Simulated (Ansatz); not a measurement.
**GaSiH7O (SMILES [SiH3][OH+][GaH3-]): the energy to break a bond**

The species is GaSiH7O (10 atoms), meant as a singlet with charge 0. SMILES: `[SiH3][OH+][GaH3-]`. The shape was relaxed beforehand at B3LYP/def2-SVP.

```xyz
10

Si   -0.5404    0.7277   -1.3497
O    -0.6284   -0.3316   -0.0088
Ga    0.8980   -0.5658    1.5519
H    -1.9035    0.8078   -1.9425
H     0.4204    0.2074   -2.3567
H    -0.1053    2.0296   -0.7975
H    -1.1422   -1.1455   -0.1018
H     0.2427    0.2971    2.6992
H     2.0740    0.0662    0.6991
H     0.7679   -2.1438    1.6096
```

Wanted: the dissociation energy of the O2–Si1 bond into doublet GaH4O and doublet SiH3 (shapes relaxed at B3LYP/def2-SVP, no zero-point term). 1 Eh = 2625.50 kJ/mol = 27.2114 eV. Totals in Eh; open shells run unrestricted unless said.

| level | program | GaSiH7O | doublet GaH4O | doublet SiH3 |
| --- | --- | --- | --- | --- |
| HF/def2-SVP | Ansatz | -2290.737450 | -2000.041493 | -290.533887 |
| B3LYP/def2-SVP | Ansatz | -2293.466084 | -2002.146610 | -291.158553 |
| MP2/def2-SVP, 15 core orbitals frozen | Ansatz | -2291.265085 | -2000.463254 | -290.627525 |

Task: Work out the dissociation energy at each level.

Result: 
1. HF/def2-SVP: (-2000.041493) + (-290.533887) − (-2290.737450) = 0.162070 Eh = 425.5 kJ/mol = 4.41 eV.
2. B3LYP/def2-SVP: (-2002.146610) + (-291.158553) − (-2293.466084) = 0.160921 Eh = 422.5 kJ/mol = 4.38 eV.
3. MP2/def2-SVP: (-2000.463254) + (-290.627525) − (-2291.265085) = 0.174306 Eh = 457.6 kJ/mol = 4.74 eV.

The levels span 422 to 458 kJ/mol; no measured value is set beside them. A bond enthalpy at 298 K also holds the loss of zero-point energy and thermal terms.
